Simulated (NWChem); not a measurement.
# HfO₂ cation, doublet; SMILES of the neutral closed-shell parent [O]=[Hf]=[O]

```xyz
3

Hf     0.2227    -0.0322     0.0000
O     -0.8593     1.4323     0.0000
O     -1.1454    -1.1426     0.0000
```
Atoms are numbered in this order, from 1.

Program: NWChem. Spin-unrestricted. Medium grid unless said otherwise, to which SCAN and Minnesota functionals are sensitive. All runs use the structure optimised with PBE0/def2-SVP, spin-unrestricted. This spin state was assumed; another may lie lower. No stability test was run on the SCF state. def2 effective core potentials on Hf; no spin-orbit coupling.

For level LDA (Slater exchange, PW92)/def2-SVP:

```yaml
lowest empty minus highest occupied level, either spin (eV): 1.32
"<S²>": 0.761
```

Problem. How do the values read with level r2SCAN/def2-SVP instead?

Solution. 
| Item | Value |
|---|---|
| lowest empty minus highest occupied level, either spin (eV) | 2.39 |
| <S²> | 0.780 |
